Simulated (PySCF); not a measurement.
A structure optimised at PBE0-D3(BJ)/def2-SVP, used in a PySCF frequency run:

```xyz
10

C      2.1903     1.2637    -0.2975
C      1.5396     0.1031    -0.4405
Si    -0.3152     0.0344    -0.4962
O     -0.9754     1.4904    -0.0641
Cl    -0.9129    -1.4597     0.8164
H      1.6495     2.2134    -0.2146
H      3.2837     1.3217    -0.2605
H      2.1185    -0.8255    -0.5235
H     -0.8728    -0.2884    -1.8299
H     -0.8227     1.7865     0.8387
```
Charge 0, spin multiplicity 1.

**Question.** Write its SMILES and formula.

**Answer.** C=C[Si@H](O)Cl, C2H5ClOSi

**Question.** What are its rotational constants (standard atomic weights)?

**Answer.** 4.9382, 2.0397, 1.6106 GHz
